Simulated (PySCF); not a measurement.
C3H10GaN, singlet, geometry from GFN2-xTB (such geometries of metal compounds can be far from the true shape), atoms displaced at random by about 0.03 Å a coordinate; PBE0/STO-3G, gradient (PySCF).

PySCF was given this input:
```python
from pyscf import gto, scf, dft

mol = gto.Mole()
mol.atom = '''
    Ga   -0.012441   -1.118258   -0.636499
    H    -1.162929   -2.054693   -0.078243
    H     1.041950   -1.566377   -1.722111
    N     0.053158    0.581681   -0.191427
    C     1.049092    1.557344   -0.500998
    C    -0.917447    1.093573    0.931630
    C    -0.230448    1.211631    2.329356
    H     1.745742    1.803805    0.300642
    H     0.557086    2.459556   -0.900376
    H     1.631107    1.037682   -1.326705
    H    -1.285330    2.036158    0.648930
    H    -1.672873    0.329097    1.024842
    H     0.557499    2.008503    2.374793
    H    -0.988657    1.401370    3.058542
    H     0.289183    0.289084    2.564401
'''
mol.basis = 'sto-3g'
mol.charge = 0
mol.spin = 0
mol.verbose = 4
mol.build()

mf = dft.RKS(mol)
mf.xc = 'pbe0'
mf.grids.level = 5
mf.kernel()
g = mf.nuc_grad_method()
g.grid_response = True
grad = g.kernel()
```

Q: Predict the main parts of the log of this PySCF run.

A: 
```
PySCF version 2.14.0

[INPUT] verbose = 4
[INPUT] num. atoms = 15
[INPUT] num. electrons = 66
[INPUT] charge = 0
[INPUT] spin (= nelec alpha-beta = 2S) = 0
[INPUT] symmetry False subgroup None
[INPUT] Mole.unit = angstrom
[INPUT] Symbol           X                Y                Z      unit          X                Y                Z       unit  Magmom
[...]
nuclear repulsion = 351.428085818792
number of shells = 30
number of NR pGTOs = 144
number of NR cGTOs = 48
basis = sto-3g
ecp = {}

******** <class 'pyscf.dft.rks.RKS'> ********
method = RKS
initial guess = minao
damping factor = 0
level_shift factor = 0
DIIS = <class 'pyscf.scf.diis.CDIIS'>
diis_start_cycle = 1
diis_space = 8
diis_damp = 0
SCF conv_tol = 1e-09
SCF conv_tol_grad = None
SCF max_cycles = 50
direct_scf = True
direct_scf_tol = 1e-13
XC library pyscf.dft.libxc version 7.1.2
    S. Lehtola, C. Steigemann, M. J. T. Oliveira, and M. A. L. Marques,  SoftwareX 7, 1–5 (2018)
XC functionals = pbe0
    C. Adamo and V. Barone,  J. Chem. Phys. 110, 6158 (1999)
    M. Ernzerhof and G. E. Scuseria,  J. Chem. Phys. 110, 5029 (1999)
radial grids:
    Treutler-Ahlrichs [JCP 102, 346 (1995); DOI:10.1063/1.469408] (M4) radial grids

becke partition: Becke, JCP 88, 2547 (1988); DOI:10.1063/1.454033
pruning grids: <function nwchem_prune>
grids dens level: 5
symmetrized grids: False
atomic radii adjust function: <function treutler_atomic_radii_adjust>
small_rho_cutoff = 0
Set gradient conv threshold to 3.16228e-05
Initial guess from minao.
tot grids = 451728
init E= -2072.80658993838
[...]
cycle= 1 E= -2074.60004509641  delta_E= -1.79  |g|= 0.579  |ddm|= 4.49
[...]
cycle= 2 E= -2049.44456782223  delta_E= 25.2  |g|= 11.1  |ddm|= 9.23
[...]
cycle= 3 E= -2071.81448868012  delta_E= -22.4  |g|= 3.66  |ddm|= 6.84
[...]
cycle= 4 E= -2073.75340322971  delta_E= -1.94  |g|= 2.12  |ddm|= 1.66
[...]
cycle= 5 E= -2074.47645160001  delta_E= -0.723  |g|= 1.11  |ddm|= 1.01
[...]
cycle= 6 E= -2074.77163908725  delta_E= -0.295  |g|= 0.262  |ddm|= 1.12
[...]
cycle= 7 E= -2074.79218661431  delta_E= -0.0205  |g|= 0.0357  |ddm|= 0.316
[...]
cycle= 8 E= -2074.79276272877  delta_E= -0.000576  |g|= 0.0149  |ddm|= 0.103
[...]
cycle= 9 E= -2074.7928281752  delta_E= -6.54e-05  |g|= 0.00759  |ddm|= 0.0199
[...]
cycle= 10 E= -2074.79285259547  delta_E= -2.44e-05  |g|= 0.00224  |ddm|= 0.0168
[...]
cycle= 11 E= -2074.79285896376  delta_E= -6.37e-06  |g|= 0.0012  |ddm|= 0.0158
[...]
cycle= 12 E= -2074.7928603284  delta_E= -1.36e-06  |g|= 0.000161  |ddm|= 0.00831
[...]
cycle= 13 E= -2074.79286042138  delta_E= -9.3e-08  |g|= 8.61e-05  |ddm|= 0.00174
[...]
cycle= 14 E= -2074.79286046805  delta_E= -4.67e-08  |g|= 6.12e-05  |ddm|= 0.00136
[...]
cycle= 15 E= -2074.7928604911  delta_E= -2.3e-08  |g|= 2.69e-05  |ddm|= 0.00118
[...]
cycle= 16 E= -2074.79286049656  delta_E= -5.46e-09  |g|= 1.75e-05  |ddm|= 0.000676
[...]
cycle= 17 E= -2074.7928604973  delta_E= -7.39e-10  |g|= 1.36e-05  |ddm|= 0.000191
[...]
Extra cycle  E= -2074.79286049719  delta_E= 1.14e-10  |g|= 3.22e-05  |ddm|= 0.000104
converged SCF energy = -2074.79286049719

******** <class 'pyscf.grad.rks.Gradients'> for <class 'pyscf.dft.rks.RKS'> ********
unit = Eh/Bohr
grid_response = True
--------------- RKS gradients ---------------
         x                y                z
0 Ga    -0.0025763829    -0.0705485474    -0.0112282701
1 H    -0.0443576560    -0.0369643177     0.0227193755
2 H     0.0389493342    -0.0165267479    -0.0391792065
3 N     0.0653826769     0.1426289255    -0.0311355510
4 C    -0.0333688291     0.0067362767     0.0601180219
5 C    -0.0649953811     0.0441442225     0.0018427311
6 C    -0.0305262599    -0.0134701996     0.0274190020
7 H    -0.0024589725    -0.0039375630    -0.0117832906
8 H    -0.0065105240    -0.0064840479    -0.0010196659
9 H     0.0036209053    -0.0259736698    -0.0154487715
10 H     0.0236662529    -0.0398796040     0.0150372955
11 H     0.0196251027     0.0053606392     0.0024523432
12 H     0.0185800080     0.0080601685     0.0031535662
13 H     0.0147263679    -0.0056202112    -0.0191744533
14 H     0.0002433578     0.0124746761    -0.0037731265
----------------------------------------------
```
